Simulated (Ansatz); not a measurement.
CH5ClO2Si can be A, `C[Si](O)(O)Cl`, or B, `O[SiH2]C(O)Cl`.

Program: Ansatz. Geometries: PBE0-D4/def2-TZVP. ΔE: electronic, gas phase. CCSD(T)/CBS adds triple-zeta CCSD(T) − MP2 to the extrapolated MP2 energy (def2 sets, frozen cores). Functionals use def2-TZVPP. B3LYP here is the variant with VWN-RPA as its local correlation; programs differ in this. One conformer a species, not always the lowest.

A:

```xyz
10

C     0.8375    0.5984   -0.9736
Si   -0.3339   -0.1713    0.2178
O     0.3906   -1.0756    1.3730
O    -1.1671    1.0319    0.9292
Cl   -1.6154   -1.4418   -0.7986
H     1.3962   -0.1661   -1.5167
H     1.5473    1.2332   -0.4380
H     0.2995    1.2134   -1.6972
H     0.3981   -2.0257    1.2511
H    -1.7529    0.8037    1.6530
```

B:

```xyz
10

O     0.207   -2.064    0.577
Si   -0.188   -0.512    0.933
C    -0.151    0.534   -0.654
O    -0.357    1.858   -0.352
Cl    1.517    0.250   -1.378
H     1.042   -2.191    0.120
H     0.753    0.137    1.879
H    -1.566   -0.548    1.474
H    -0.818    0.163   -1.437
H    -0.438    2.373   -1.162
```

Which is lower in electronic energy at CCSD(T)/CBS, and by how much? (Estimate.)

Ansatz gave: A, by 93.1 kcal/mol.

Give E(B) − E(A) in kcal/mol with BLYP-D4, PBE-D4, CCSD(T)/def2-TZVPP, ωB97M-V, MP2/def2-TZVPP, B3LYP-D4, CCSD(T)/def2-SVP. (Best estimate.)

The calculation gave: BLYP-D4 87.3, PBE-D4 87.1, CCSD(T)/def2-TZVPP 92.2, ωB97M-V 92.8, MP2/def2-TZVPP 95.5, B3LYP-D4 90.5, CCSD(T)/def2-SVP 84.8. None reverses the order clearly.

Does the order hold for the free energy at 298.15 K (harmonic terms from PBE0-D4)? (Estimate.)

The calculation gave: Yes: G(B) − G(A) = +91.5 kcal/mol, for one conformer each.

Largest T1 diagnostic: 0.011.

From BLYP to BHLYP (50 % exact exchange), in def2-TZVPP and without D4, E(B) − E(A) moves by +6.8 kcal/mol. Leaving LDA and LC-ωPBE aside and taking each functional with its dispersion term where it has one, the values, not all of them listed here, spread over 8.7 kcal/mol, from revPBE-D4 to B97M-V. LDA lies +0.9 kcal/mol from PBE without D4.
